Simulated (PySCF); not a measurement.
One change at a time: excitation energies

Method used: TDDFT PBE0/def2-SVPD, vertical, gas phase, core orbitals frozen in the response (PySCF). Geometries: GFN2-xTB; one conformer of each isolated species. Triplets are in the Tamm–Dancoff approximation. 'Strongest' means the level of largest summed f among the lowest 8 singlets; it needn't be the same kind of state in each.

Parent: `CPC(C)=O`, with lowest singlet excitation energy 3.90 eV, oscillator strength of the strongest level 0.08, mean static polarisability 66.8 au, S1–T1 gap 0.67 eV, energy of the strongest computed level 6.65 eV, HOMO energy -6.76 eV. Its spectrum: 3.90 eV (f 0.009); 5.69 eV (f 0.055); 5.89 eV (f 0.001); 6.41 eV (f 0.071); 6.65 eV (f 0.081).

Shifts from the parent:

```tsv
change	SMILES	Δ S1 (eV)	Δ f (strongest)	Δ α (au)	Δ S1−T1 (eV)	Δ strongest (eV)	Δ HOMO (eV)
H replaced by CH2OH	CC(=O)P(C)CO	-0.10	-0.02	+16.4	-0.02	+0.26	-0.01
COCH3 replaced by 3-furyl	CPc1ccoc1	+1.74	+0.09	+18.0	+1.04	-0.24	+0.31
COCH3 replaced by CH3	CPC	+2.27	+0.07	-13.9	+0.26	+0.73	0.00
COCH3 replaced by C2H4CN	CPCCC#N	+2.34	0.00	+11.9	+0.33	-0.29	-0.57
H replaced by CH3	CC(=O)P(C)C	-0.03	0.00	+12.2	+0.01	+0.47	+0.22
```

Task: Predict the same shifts for this change: COCH3 replaced by cyclopentenyl (`CPC1=CCCC1`).

Result: Δ lowest singlet excitation energy +1.75 eV, Δ oscillator strength of the strongest level +0.16, Δ mean static polarisability +29.1 au, Δ S1–T1 gap +1.01 eV, Δ energy of the strongest computed level -1.00 eV, Δ HOMO energy +0.42 eV. Spectrum: 219 nm (f 0.243); 212 nm (f 0.009); 199 nm (f 0.011); 191 nm (f 0.016); 182 nm (f 0.089). S1 falls most with H replaced by CH2OH (-0.10 eV), and it rises most with COCH3 replaced by C2H4CN (+2.34 eV). S1 is simply the lowest singlet of each species and needn't be the same kind of state throughout. Over these 6 changes the shifts of S1 and of the HOMO–LUMO gap correlate with r = 0.96.

Lowest levels of each derivative:
- `CC(=O)P(C)CO`: 3.80 eV (f 0.009); 4.66 eV (f 0.019); 5.87 eV (f 0.026)
- `CPC1=CCCC1`: 5.65 eV (f 0.243); 5.84 eV (f 0.009); 6.22 eV (f 0.011)
- `CPc1ccoc1`: 5.64 eV (f 0.016); 5.90 eV (f 0.105); 6.10 eV (f 0.029)
- `CPC`: 6.17 eV (f 0.033); 6.45 eV (f 0.078); 7.38 eV (f 0.153)
- `CPCCC#N`: 6.24 eV (f 0.051); 6.36 eV (f 0.083); 7.29 eV (f 0.044)
- `CC(=O)P(C)C`: 3.87 eV (f 0.011); 5.39 eV (f 0.059); 6.06 eV (f 0.016)
